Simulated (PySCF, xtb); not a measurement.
BrH₄NO₂Si, SMILES [Si](Br)(O)(N)O. The values are those of a single conformer.

Harmonic wavenumbers (cm⁻¹) from GFN2-xTB in xtb at its own minimum, in rising order: 138, 162, 179, 230, 236, 252, 264, 298, 423, 528, 780, 791, 811, 842, 964, 986, 1508, 3507, 3544, 3680, 3697.

What does PBE0-D3(BJ)/def2-SVP run with PySCF give at its own minimum? (An estimate is asked for; the answer gives what the named calculation found.)

160, 180, 223, 260, 265, 296, 329, 394, 421, 464, 795, 798, 837, 873, 961, 995, 1536, 3621, 3724, 3907, 3935. Paired by order, the mean absolute difference is 62 cm⁻¹ and the zero-point energies are 34.1 and 35.7 kcal/mol.
